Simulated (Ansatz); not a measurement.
The cluster TaO₂. Charge 0, multiplicity 2. Geometry PBE0-D4/def2-TZVP; atoms count from 1.

```xyz
3

Ta    0.182    0.619   -0.256
O     0.965   -0.889   -0.519
O    -1.148    0.270    0.776
```

In the def2 sets Ta takes a core potential; there is no spin–orbit coupling. The structure comes from a short search, and lower isomers may exist.

Estimate the Mulliken populations from the PBE0/def2-TZVP orbitals of Ansatz.


```tsv
atom	charge (e)	spin (α − β)	d electrons
Ta1	0.99	1.20	2.89
O2	-0.50	-0.10	–
O3	-0.50	-0.10	–
```
Mulliken values depend strongly on the basis.

Where does the spin sit?

Summed by element: Ta 1.20, O -0.20, of 1 unpaired in all. Largest on single atoms: Ta1 1.20, O2 -0.10, O3 -0.10.

And the Mayer bond orders between heavy atoms (over 0.3)?

Ta1–O2 2.17 (1.72 Å); Ta1–O3 2.17 (1.72 Å).
